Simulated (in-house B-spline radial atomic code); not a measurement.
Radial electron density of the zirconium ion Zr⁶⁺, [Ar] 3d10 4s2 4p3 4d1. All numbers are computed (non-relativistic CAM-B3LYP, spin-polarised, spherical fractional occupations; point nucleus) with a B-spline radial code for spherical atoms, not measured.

Caution: exact exchange at fractional occupations of open shells leaves self-interaction of up to several eV.

Columns: r (bohr), 4πr²n(r) (electrons per bohr), bar.

```
 0.00163    1.305 #
 0.00198    1.873 #
 0.00241    2.681 ##
 0.00294    3.824 ###
 0.00358    5.387 ####
 0.00436    7.507 #####
  0.0053    10.29 #######
 0.00646    13.94 ##########
 0.00786    18.45 #############
 0.00957    23.87 #################
  0.0117    30.13 ######################
  0.0142    36.44 ##########################
  0.0173    42.42 ###############################
   0.021    46.95 ##################################
  0.0256    49.28 ####################################
  0.0312    48.83 ###################################
  0.0379    46.15 #################################
  0.0462     42.9 ###############################
  0.0562    41.73 ##############################
  0.0685    44.72 ################################
  0.0834    51.54 #####################################
   0.101    58.46 ##########################################
   0.124    60.66 ############################################
    0.15    55.19 ########################################
   0.183    44.96 #################################
   0.223    37.85 ###########################
   0.271     38.7 ############################
   0.331    43.94 ################################
   0.402    44.46 ################################
    0.49    35.85 ##########################
   0.596    22.74 ################
   0.726    12.57 #########
   0.884    8.342 ######
    1.08    7.201 #####
    1.31    5.732 ####
     1.6     3.33 ##
    1.94    1.387 #
    2.36   0.3917 
    2.88  0.07271 
    3.51 0.008819 
    4.27 0.0006474 
     5.2 2.374e-05
```

On this grid the curve has 3 maxima, near 0.0256, 0.124, 0.402 bohr.

The 4d up radial function P(r) = rR(r), positive near the nucleus:

| r (bohr) | P |
| --- | --- |
| 0.0142 | 0.0012 |
| 0.021 | 0.003557 |
| 0.0312 | 0.01025 |
| 0.0462 | 0.02763 |
| 0.0685 | 0.06881 |
| 0.101 | 0.151 |
| 0.15 | 0.2858 |
| 0.223 | 0.428 |
| 0.331 | 0.4418 |
| 0.49 | 0.1749 |
| 0.726 | -0.3543 |
| 1.08 | -0.8381 |
| 1.6 | -0.8385 |
| 2.36 | -0.4188 |
| 3.51 | -0.08403 |
| 5.2 | -0.004808 |
